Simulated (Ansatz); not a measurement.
A run for Ansatz (a first-principles code): R-B3LYP-D3(BJ)/def2-TZVP on InCl. Elements past Kr take the def2 small-core potentials; no spin–orbit coupling.

Ansatz 0.2 input:
```yaml
crystal:
  periodic: [false, false, false]
  atoms:
    - {symbol: In, position_ang: [0.00000000, 0.00000000, 0.00000000]}
    - {symbol: Cl, position_ang: [0.00000000, 0.00000000, 2.31800000]}
basis:
  gaussian:
    orbitals: def2-TZVP
hamiltonian:
  xc: b3lyp
  dispersion: d3bj
relax: {f_tol: 0.003, max_steps: 120}
```

Problem. Predict the final total energy.

Solution. -650.5217 hartree.

Problem. How many basis functions does it have, and what does it roughly cost on one machine?

Solution. 87 functions; about 8 core-seconds (a rough figure).
